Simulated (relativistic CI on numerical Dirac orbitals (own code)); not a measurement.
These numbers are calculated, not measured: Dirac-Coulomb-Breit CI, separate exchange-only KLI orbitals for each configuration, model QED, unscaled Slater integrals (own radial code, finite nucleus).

Configuration list (outside the closed core 1s2): 2s2 2p3, 2s 2p4, 2p5, 2p4 3s, 2p4 3p, 2p4 3d, 2s2 2p2 3s, 2s2 2p2 3p, 2s2 2p2 3d, 2s 2p3 3s, 2s 2p3 3p, 2s 2p3 3d, 2s2 2p2 4s, 2s2 2p2 4p, 2s2 2p2 4d, 2s2 2p2 4f, 2s2 2p 3s2, 2s 2p3 4s, 2s 2p3 4p, 2s2 2p 3s 3p, 2s 2p3 4d, 2s 2p3 4f, 2s2 2p2 5s, 2s2 2p 3s 3d, 2s2 2p2 5p, 2s2 2p 3p2, 2s2 2p2 5d, 2s2 2p2 5f, 2s2 2p2 5g, 2s2 2p 3p 3d, 2s 2p2 3s2, 2s2 2p 3d2, 2s 2p2 3s 3p, 2s 2p2 3s 3d, 2s 2p2 3p2, 2s 2p2 3p 3d. Levels of other configurations are missing.

At this charge energies of transitions that change n are usually good to better than 1 %, and those within a shell (Δn = 0) to a few per cent.

Outline of the computed level scheme of Yb LXIV. Lowest level of each configuration: 2s2 2p3 2P°_3/2 at 0.00 eV; 2s 2p4 4P_5/2 at 1389.85 eV; 2p5 2P°_3/2 at 2948.06 eV; 2s2 2p2 3s 4P_1/2 at 7864.81 eV; 2s2 2p2 3p 2P°_1/2 at 7961.19 eV; 2s2 2p2 3d 2D_3/2 at 8377.96 eV; 2s 2p3 3s 4P°_5/2 at 9226.99 eV; 2s 2p3 3p 4P_3/2 at 9333.63 eV.

Some strong electric-dipole decays among the lowest 45 levels: 2s2 2p2 3d 2D_5/2 → 2s2 2p3 2P°_3/2 (1.1e+15 s⁻¹); 2s 2p3 3p 2P_1/2 → 2s2 2p3 2P°_3/2 (5.1e+14 s⁻¹); 2s 2p3 3p 2D_5/2 → 2s2 2p3 2P°_3/2 (4.4e+14 s⁻¹); 2s 2p3 3p 2D_3/2 → 2s2 2p3 2P°_3/2 (3.7e+14 s⁻¹); 2s2 2p2 3d 2D_3/2 → 2s2 2p3 2P°_3/2 (2.1e+14 s⁻¹); 2s 2p3 3p 4P_3/2 → 2s2 2p3 2P°_3/2 (1.7e+14 s⁻¹); 2s2 2p2 3s 4P_1/2 → 2s2 2p3 2P°_3/2 (1.7e+14 s⁻¹); 2s2 2p2 3d 4F_3/2 → 2s2 2p3 2P°_3/2 (1.5e+14 s⁻¹).

LS names give the leading component of a level, which can be under half, so a name can repeat, a term be missing and a line seem to break the LS rules.
